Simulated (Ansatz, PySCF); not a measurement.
This triplet lies 0.57 eV below the relaxed singlet at the level B3LYP/cc-pVTZ // PBE0-D3(BJ)/def2-TZVP (Ansatz, a first-principles code).

Cartesian coordinates (Å):
```xyz
5

C     -1.2565     0.0462     0.6248
C     -0.0012    -0.0105     0.4645
C      1.2501    -0.1033     0.2888
H     -2.3004     0.1672     0.7905
H      2.3080    -0.0996     0.1761
```
Charge 0, spin multiplicity 3.

Estimate the total energy, dipole moment and highest occupied spin orbital that PBE0-D3(BJ)/def2-TZVP (PySCF 2.14.0) returns for this input.


The total energy is -115.2369 Ha and the dipole moment comes out as 0.15 D. The highest occupied spin orbital is -6.55 eV.
